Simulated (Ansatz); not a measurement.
One change: `NB(N)O[SiH3]` becomes `CCB(N)N`.

Ansatz, PBE0-D4/def2-TZVP geometries, multiplicity 1. Each molecule was computed in one conformer, which needn't be the lowest.

```tsv
property	`NB(N)O[SiH3]`
size of the dipole moment (B3LYP/def2-TZVPP) / D	1.64
HOMO energy (PBE0/def2-TZVPP) / eV	-6.97
LUMO energy (PBE0/def2-TZVPP) / eV	0.39
HOMO energy (B3LYP/def2-TZVPP) / eV	-6.73
HOMO–LUMO gap (B3LYP/def2-TZVPP) / eV	6.85
LUMO energy (PBE/def2-TZVPP) / eV	-0.45
```

(1) What does the change do to each property? (Best estimate.)

## Answers

(1) The calculation gave: 
```tsv
property	`CCB(N)N`	shift
size of the dipole moment (B3LYP/def2-TZVPP) / D	1.15	-0.49
HOMO energy (PBE0/def2-TZVPP) / eV	-6.76	0.21
LUMO energy (PBE0/def2-TZVPP) / eV	0.85	0.46
HOMO energy (B3LYP/def2-TZVPP) / eV	-6.53	0.20
HOMO–LUMO gap (B3LYP/def2-TZVPP) / eV	7.04	0.19
LUMO energy (PBE/def2-TZVPP) / eV	0.06	0.51
```

With PBE0 the HOMO rises by 0.21 eV and the LUMO rises by 0.46 eV, so the gap widens by about 0.25 eV. PBE moves the HOMO by 0.18 eV and ωB97M-V by 0.21 eV. Dipoles are sizes alone; their direction can turn.

B3LYP here is the variant with VWN-RPA as its local correlation; programs differ in this.
